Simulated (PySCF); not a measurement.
Species: C9H14N (charge +1).
Numbering: `[CH3:1][NH2+:2][CH2:3][c:4]1[cH:5][cH:6][cH:7][c:8]([CH3:9])[cH:10]1`

Geometry (GFN2-xTB, Å), atoms numbered from 1 in this order:
```
atom  x, y, z in Å
C1    -3.553   -0.517    0.963
N2    -2.170   -0.644    0.469
C3    -1.529    0.660    0.095
C4    -0.130    0.408   -0.396
C5     0.100    0.159   -1.743
C6     1.388   -0.097   -2.181
C7     2.438   -0.113   -1.280
C8     2.225    0.128    0.074
C9     3.366    0.138    1.038
C10    0.929    0.384    0.503
H11   -4.180   -0.066    0.195
H12   -3.573    0.117    1.847
H13   -3.958   -1.494    1.219
H14   -2.147   -1.254   -0.359
H15   -1.581   -1.090    1.184
H16   -2.139    1.125   -0.682
H17   -1.528    1.301    0.978
H18   -0.717    0.183   -2.450
H19    1.572   -0.281   -3.227
H20    3.440   -0.307   -1.631
H21    3.788    1.142    1.095
H22    4.154   -0.535    0.712
H23    3.044   -0.146    2.036
H24    0.751    0.589    1.550
```

Definitions: NICS(0) = −σiso at the ring centroid; NICS(1) = −σiso and NICS(1)zz = −σzz at ±1 Å along the ring normal z. Level: GIAO PBE0/pcSseg-1 (PySCF, non-relativistic, gas phase) on the GFN2-xTB geometry, one conformer.

Ring bond lengths (Å), with Mayer bond orders in brackets: C4–C5 1.390 (1.38), C5–C6 1.384 (1.44), C6–C7 1.383 (1.45), C7–C8 1.392 (1.40), C8–C10 1.389 (1.39), C10–C4 1.390 (1.36).

Question: What do the NICS probes read (ppm)?

Answer: 
| ring | type | NICS(0) | NICS(1), two faces | NICS(1)zz, two faces | rms pucker (Å) | centre to ring atoms, mean (Å) |
| --- | --- | --- | --- | --- | --- | --- |
| C4–C5–C6–C7–C8–C10 | 6-membered carbocycle; formal bonds all aromatic | -8.6 | -11.4 / -11.2 | -27.5 / -28.2 | 0.00 | 1.39 |

Question: What can be read from them?

Answer: 
- C4–C5–C6–C7–C8–C10: mean NICS(1)zz -27.9 ppm, shielded, aromatic by this magnetic criterion (flat ring, no four-coordinate atom).

Question: And the bond-length index? HOMA = 1 − mean of α(R − Ropt)² over the ring bonds, with Krygowski's 1993 parameters (CC: Ropt 1.388 Å, α 257.7 Å⁻²).

Answer: 
- C4–C5–C6–C7–C8–C10: HOMA 1.00 = 1 − EN − GEO, with mean bond length 1.388 Å, EN = α(Ropt − mean)² = 0.000 and GEO = α × variance = 0.003. The geometric and the magnetic index point the same way.
